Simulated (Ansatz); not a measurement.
BH5Si (SMILES B[SiH3]) moved off its minimum; all values from Ansatz (a first-principles code), cores frozen in correlated methods.
(charge 0, multiplicity 1)
```xyz
7

B     -0.8475    -1.3045     0.1835
H     -0.4276    -2.1646     0.6805
H     -1.8785    -1.3459    -0.4505
Si     0.2452     0.4504    -0.1616
H     -0.0018     1.2596     1.0541
H      0.0174     1.2876    -1.2571
H      1.7211     0.2438     0.1262
```

```tsv
level	largest force (eV/Å)	on atom	rms difference from CCSD(T)/cc-pV(T+d)Z (eV/Å)	dipole (D)
HF/def2-TZVPP	5.14	B1	0.136	0.96
PBE/def2-TZVPP	5.05	B1	0.166	0.62
r2SCAN/def2-TZVPP	5.08	B1	0.081	0.69
B3LYP/def2-TZVPP	4.98	B1	0.050	0.75
wB97M-V/def2-TZVPP	5.01	B1	0.066	0.80
MP2/cc-pV(T+d)Z	5.09	B1	0.060	0.84
CCSD(T)/cc-pV(T+d)Z	5.06	B1	0.000	0.80
```

The differences count from one level among others, with limits of its own. Forces at CCSD(T)/cc-pV(T+d)Z (eV/Å):

```csv
atom,Fx,Fy,Fz
B1,-0.963,3.665,-3.354
H2,1.171,-2.741,2.007
H3,0.067,-0.224,0.615
Si4,0.876,-1.653,2.807
H5,-0.432,0.263,0.139
H6,-0.361,0.787,-1.582
H7,-0.358,-0.097,-0.633
```
